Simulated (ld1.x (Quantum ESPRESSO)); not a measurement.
**In, PAW: configuration errors across variants**

ld1.x (Quantum ESPRESSO) 7.5 input, shortened:

```
&input
   title='In', zed=49., rel=2, dft='PBE', iswitch=3,
   config='[Kr] 4d10 5s2 5p0', rel_dist='average'
 /
 &inputp
   pseudotype=3, lpaw=.true., tm=.true., lloc=-1, rcloc=2.45,
   nlcc=.true., new_core_ps=.true., rcore=1.40,
   which_augfun='PSQ', rmatch_augfun_nc=.true.
 /
6
5S  1  0   2.00   0.00  2.00  2.40  0.0
5S  1  0   0.00  -0.65  2.00  2.40  0.0
5P  2  1   0.00   0.00  2.40  2.65  0.0
5P  2  1   0.00   0.85  2.40  2.65  0.0
4D  3  2  10.00   0.00  1.55  1.85  0.0
4D  3  2   0.00   2.35  1.55  1.85  0.0
 &test
   configts(1)='4d10 5s2 5p0'
 /
```

Open shells are filled in proportion to 2j + 1 (rel_dist='average').

All-electron excitation energies from the reference (eV): (1) 4d10 5s2 5p1 -5.374; (2) 4d10 5s1 5p0 19.235; (3) 4d10 5s0 5p0 47.555; (4) 4d9 5s0 5p0 103.938; (5) 4d9 5s2 5p1 19.734; (6) 4d10 5s2 5p0.5 -3.429; (7) 4d10 5s2 5p1.3 -5.908.

3 further variants failed, have other tests or too few solved ones, and are left out.

Errors AE − PS in meV (a dash: test not solved or not reliable):

| change | (1) | (2) | (3) | (4) | (5) | (6) | (7) | bound ghosts |
| --- | --- | --- | --- | --- | --- | --- | --- | --- |
| base | 0.0 | -1.7 | -11 | -219 | -74 | 0.0 | 0.0 | not determined |
| all radii but the core radius scaled by about 0.96 (s 2.30, p 2.54, d 1.78 bohr, rcut 1.92/2.30/1.50); local potential all-electron potential smoothed inside 2.36 bohr (lloc = -1) | 0.0 | -1.7 | -11 | -219 | -82 | 0.0 | 0.0 | not determined |
| all radii but the core radius scaled by about 1.06 (s 2.56, p 2.82, d 1.96 bohr, rcut 2.12/2.56/1.64); local potential all-electron potential smoothed inside 2.60 bohr (lloc = -1) | 0.0 | -1.8 | -12 | -219 | -61 | 0.0 | 0.0 | not determined |
| all radii but the core radius scaled by about 1.17 (s 2.80, p 3.10, d 2.16 bohr, rcut 2.34/2.80/1.82); local potential all-electron potential smoothed inside 2.86 bohr (lloc = -1) | +0.2 | -2.0 | -14 | -219 | -20 | 0.0 | +0.2 | not determined |

**Question.** Give the same row for: all radii but the core radius scaled by about 1.27 (s 3.04, p 3.36, d 2.34 bohr, rcut 2.54/3.04/1.96); local potential all-electron potential smoothed inside 3.10 bohr (lloc = -1).

**Answer.** +1.5, -3.0, -20, -217, -19, +0.1, +3.1; bound ghosts: not determined.
